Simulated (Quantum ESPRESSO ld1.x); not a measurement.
Values are calculated unless marked as measured or tabulated.
Question: The mean radii <r> (bohr) of the occupied orbitals of an atom or ion are listed with their occupations. Code: ld1.x of Quantum ESPRESSO 7.5. Model: Dirac Kohn-Sham, PW91, spin-unpolarised, spherical densities, point nucleus.

| orbital | occ. | <r> |
|---|---|---|
| 1s1/2 | 2 | 0.02611 |
| 2s1/2 | 2 | 0.1117 |
| 2p1/2 | 2 | 0.09402 |
| 2p3/2 | 4 | 0.09991 |
| 3s1/2 | 2 | 0.2987 |
| 3p1/2 | 2 | 0.2887 |
| 3p3/2 | 4 | 0.3005 |
| 3d3/2 | 4 | 0.2713 |
| 3d5/2 | 6 | 0.2751 |
| 4s1/2 | 2 | 0.6943 |
| 4p1/2 | 2 | 0.7200 |
| 4p3/2 | 4 | 0.7474 |
| 4d3/2 | 4 | 0.8279 |
| 4d5/2 | 6 | 0.8381 |
| 5s1/2 | 2 | 1.671 |
| 5p1/2 | 1.33333 | 1.868 |
| 5p3/2 | 2.66667 | 1.938 |

Name the element and its charge. Open shells, if any, are shared by 2j + 1.

Answer: Z = 55, caesium, charge +3: Cs3+ in [Kr] 4d10 5s2 5p4. The 1s radius gives Z: for a bare nucleus <r> = (2 gamma + 1)/(2Z) with gamma = sqrt(1 - (Z/c)^2), 0.02574 bohr for Z = 55, and screening makes it slightly larger (0.02611 here). The occupations add up to 52, and the charge is Z minus that.
